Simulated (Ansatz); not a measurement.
# A ladder of methods for C2H4O2Si (SMILES C=C1O[SiH2]O1)

C2H4O2Si has 9 atoms, charge 0, and is taken as a singlet. As SMILES, `C=C1O[SiH2]O1`. Geometry: optimised at r2SCAN/def2-SVP.

Quantity: the adiabatic ionisation energy (to the doublet cation, shapes relaxed at r2SCAN/def2-SVP, no zero-point term), in eV. The values are calculated.

```json
{"level": "HF/def2-SVP", "kind": "Hartree–Fock", "program": "Ansatz", "value (eV)": "7.04", "CPU time (all runs)": "3.6 s"}
{"level": "PBE/def2-SVP", "kind": "GGA", "program": "Ansatz", "value (eV)": "8.09", "CPU time (all runs)": "6.1 s"}
{"level": "r2SCAN/def2-SVP", "kind": "meta-GGA", "program": "Ansatz", "value (eV)": "8.08", "CPU time (all runs)": "11 s"}
{"level": "B3LYP/def2-SVP", "kind": "global hybrid", "program": "Ansatz", "value (eV)": "8.19", "CPU time (all runs)": "7.8 s"}
{"level": "PBE0-D4/def2-SVP", "kind": "global hybrid", "program": "Ansatz", "value (eV)": "8.17", "CPU time (all runs)": "7.7 s"}
{"level": "MP2/def2-SVP", "kind": "perturbation theory", "program": "Ansatz", "value (eV)": "8.08", "CPU time (all runs)": "4.2 s"}
```

The values span 7.04 to 8.19 eV. In so small a basis fixed costs decide the times, and correlated methods can beat functionals. Times are those of the runs behind each value, whatever else they computed, on shared processors of several kinds: orders of magnitude only.
